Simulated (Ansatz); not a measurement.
Ideal-gas functions of `F[CH2][AlH][F]` at 800 K and 1 bar, from an Ansatz frequency run at PBE0-D4/def2-TZVP.

Molar mass 80.01 g/mol, point group Cs (symmetry number 1), electronic degeneracy 1, moments of inertia 43.931, 148.168, 189.013 u Å². Harmonic wavenumbers (cm⁻¹, unscaled): 63, 115, 340, 388, 547, 665, 680, 863, 1061, 1244, 1281, 1451, 1959, 3009, 3051.

Use S(trans) = R[1.5 ln M + 2.5 ln T − 1.1517]; rotational temperatures θ = 24.2544 K / I; S(rot) = R[ln(√π/σ · √(T³/θAθBθC)) + 1.5]; for each mode x = 1.438777 ν̃/T, S = R[x/(eˣ − 1) − ln(1 − e⁻ˣ)] and H = RT x/(eˣ − 1); 1 cm⁻¹ = 0.0119627 kJ/mol; R = 8.31446 J/(mol·K).

By hand: the entropy, in J/(mol·K).

Translation 184.0. Rotation: θ = 0.5521, 0.1637, 0.1283 K, giving 119.1. Vibration, mode by mode: 26.43, 21.43, 12.53, 11.47, 8.78, 7.30, 7.14, 5.45, 4.10, 3.16, 3.00, 2.36, 1.14, 0.24, 0.22, in all 114.8. Electronic 0.0. Sum 417.9 J/(mol·K).

By hand: H − E and G − E in kJ/mol, counted from the electronic energy.

Zero-point energy ½ × 16717 × 0.0119627 = 100.0; thermal vibration 43.3; translation, rotation and pV give 4 RT = 26.6. H − E = 169.9 kJ/mol, and G − E = 169.9 − 800 × 417.9/1000 = -164.4 kJ/mol.

Vibration gives 27 % of the entropy, 47.9 J/(mol·K) of it from the modes under 150 cm⁻¹: soft modes count most, and the harmonic formula is weakest for them. The sum counts one conformer and one mirror image; others add a mixing term.
